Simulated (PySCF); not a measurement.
Molecule: `C=C/C=N/[SiH3]`, C₃H₇NSi.

Bonds (- single, = double, # triple, : aromatic): C1=C2 1.339 Å, C2-C3 1.463 Å, C3=N4 1.271 Å, N4-Si5 1.748 Å. C1 carries H6, H7; C2 carries H8; C3 carries H9; Si5 carries H10, H11, H12. Stereochemistry as in C=C/C=N/[SiH3]. H7 is cis to C3; H6 is trans to C3.

Geometry PBE0-D3(BJ)/def2-SVP throughout; GIAO in PySCF, gas phase, one conformer, non-relativistic; equivalent atoms averaged; basis pcSseg-2.

For orientation, OPBE gives these absolute shieldings σ: C3 4.6, C2 36.5, C1 46.7, N4 -108.0, Si5 399.0, H9 22.11, H8 24.43, H6 24.79, H10/H11/H12 26.18 ppm.

A run gave: C3 -6.1, C2 24.9, C1 37.7, N4 -129.6, Si5 372.7, H9 22.11, H8 24.45, H6 24.82, H10/H11/H12 26.08 ppm (absolute shieldings σ).

Task: Which functional was used in that run?
A. KT3
B. B97-D
C. PBE
D. B3LYP
E. LDA

Result: C. H10/H11/H12 tells them apart best: PBE gives 26.08, KT3 gives 26.53, B3LYP gives 26.51, LDA gives 25.44, B97-D gives 26.48 ppm.
